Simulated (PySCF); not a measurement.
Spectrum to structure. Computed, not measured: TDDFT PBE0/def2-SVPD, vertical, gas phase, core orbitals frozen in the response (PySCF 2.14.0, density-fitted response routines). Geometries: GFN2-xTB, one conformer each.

| state | ν̃ (cm⁻¹) | f | main configurations (H = HOMO, L = LUMO) |
| --- | --- | --- | --- |
| S1 | 56660 | 0.0037 | H→L (88%) |
| S2 | 58110 | 0.0015 | H-1→L (30%), H→L+1 (24%), H-2→L (18%) |
| S3 | 58770 | 0.0047 | H-1→L (38%), H→L+1 (24%), H-2→L+1 (8%) |
| S4 | 59450 | 0.0066 | H-2→L+1 (23%), H-1→L+1 (17%), H→L+1 (12%) |
| S5 | 60000 | 0.0044 | H-2→L (44%), H→L+1 (19%) |
| S6 | 60230 | 0.0041 | H→L+2 (17%), H→L+1 (14%), H-3→L+1 (11%) |

**Question.** Which candidate is it?
A. `CO[SiH2]/C=C\[SiH2]Cl`
B. `ClC[C@@H]1C[SiH2]O[SiH2]1`
C. `C([SiH2]OC(=O)C)=O`

**Answer.** B. Its S1, at 7.02 eV, is the highest among the candidates; the nearest of the others has S1 at 5.68 eV. S1 is HOMO→LUMO (88%). Löwdin shares by element: HOMO carbon 29% or more, silicon 14% or more, oxygen 12% (atoms not listed hold the other 44%); LUMO silicon 38%, oxygen 10%, hydrogen 9% or more (atoms not listed hold the other 43%). At the same level the other candidates give, for their lowest levels:
- `CC(=O)O[SiH2]C=O`: 3.19 eV (f 0.001); 5.61 eV (f 0.000); 6.02 eV (f 0.006); 6.11 eV (f 0.001); 6.15 eV (f 0.000); T1 2.45 eV; HOMO -7.32, LUMO -1.91 eV
- `CO[SiH2]/C=C\[SiH2]Cl`: 5.68 eV (f 0.003); 6.14 eV (f 0.071); 6.57 eV (f 0.005); 6.65 eV (f 0.002); 6.77 eV (f 0.325); T1 4.01 eV; HOMO -8.07, LUMO -1.11 eV
Triplets come from the Tamm–Dancoff approximation.

Without π bonds the low states may be Rydberg-like; a valence basis with one diffuse set may place them up to an eV too high.
